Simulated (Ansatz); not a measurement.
The same atomization along the group C, Si, Ge.

Gas-phase electronic energies from Ansatz, PBE0-D4/def2-TZVP geometries. CCSD(T)/CBS is the MP2 limit (def2-TZVPP, def2-QZVPP) plus CCSD(T) − MP2 in def2-TZVPP, frozen cores. This one scheme is used for every species, atoms too. No spin–orbit coupling; open shells (•) take unrestricted orbitals. Spin–orbit coupling would lower the free atoms: a little for C, O, Si; clearly for Ge. Bonds to Ge are less sure, by a few kJ/mol each and by 10 to 20 or more in all where they break to atoms, as the def2 sets lack core-valence functions. Scalar relativity is left out up to krypton. Each species was taken in one conformer, which may not be the lowest.

**Question.** Order these by ΔE at CCSD(T)/CBS, lowest first. (An estimate is asked.)
A. `NCOCN` → 8 H• + 2 N• + O• + 2 C•
B. `[NH2][GeH2][O][GeH2][NH2]` → 8 H• + 2 N• + O• + 2 Ge•
C. `N[SiH2]O[SiH2]N` → 8 H• + 2 N• + O• + 2 Si•

**Answer.** B (+992.3 kcal/mol), C (+1100.0 kcal/mol), A (+1145.2 kcal/mol).

Largest T1 diagnostic: 0.012, for Si•.

For atomizations the MP2-based limit and the directly extrapolated one differ by several kJ/mol either way, and by 10 to 25 for some Ge, Se and Sn compounds, so smaller differences from it don't rank the levels.
